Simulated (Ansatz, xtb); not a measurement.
Molecule: C$_{2}$H$_{2}$O, charge 0, multiplicity 1. SMILES: C1=CO1
Geometry from a B3LYP-D3(BJ)/def2-TZVP (Ansatz, an electronic-structure program) optimisation:
```xyz
5

C     -0.5598    -0.3894    -0.1406
C      0.6961    -0.5349    -0.0506
O     -0.1265     0.8836     0.1831
H     -1.5447    -0.7845    -0.3237
H      1.7394    -0.7389     0.0057
```

Harmonic wavenumbers from GFN2-xTB (xtb, at its own minimum), cm⁻¹: 234, 398, 713, 859, 875, 1153, 1844, 3294, 3337.

Give the harmonic wavenumbers at B3LYP-D3(BJ)/def2-TZVP (Ansatz, finite differences of forces, unscaled).

133, 192, 800, 814, 989, 1179, 1802, 3266, 3435 cm⁻¹. Zero-point energy 18.0 kcal/mol.

From these and the geometry, give the ideal-gas thermochemistry at 298.15 K and 1 atm (rigid rotor, harmonic oscillator).

Point group Cs, rotational symmetry number 1. Rotational constants 37.56, 23.39, 14.41 GHz. S(trans) 37.13, S(rot) 20.77, S(vib) 5.67, S(elec, spin only) 0.00, S 63.6 cal/(mol K). H(298) - H(0) 3.29 kcal/mol; G - E(el) 2.4 kcal/mol.
